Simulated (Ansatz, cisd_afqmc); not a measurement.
Species: Zn, charge 0, singlet.

Total energies in cc-pwCVTZ-DK, 20 correlated electrons, 5 frozen orbitals. Open shells are spin-unrestricted; no spin-orbit coupling. The -DK rows use spin-free X2C, correlate 3s3p of the metal (1s2s2p frozen) and give its partners the cc-pVXZ-DK valence sets. AFQMC/CISD: phaseless, guided by CISD from CCSD amplitudes; bars are statistical, one sigma. Outlying blocks are dropped, and bars are widened where a walk drifts. Over all cases where full CI ran beside it in this data, AFQMC minus full CI had a median of +0.1 mEh and passed +0.4 mEh in a tenth of the cases.

```tsv
method	program	energy (Eh)	minus CCSDT(Q) (mEh)
HF	Ansatz	-1794.27598	930.37
MP2	Ansatz	-1795.27958	-73.23
CCSD	Ansatz	-1795.18458	21.77
CCSD(T)	Ansatz	-1795.20834	-1.99
CCSDT(Q)	Ansatz	-1795.20635	0.00
AFQMC/CISD	cisd_afqmc	-1795.2060 ± 0.0003	0.4 ± 0.3
```

Ansatz is an electronic-structure program.
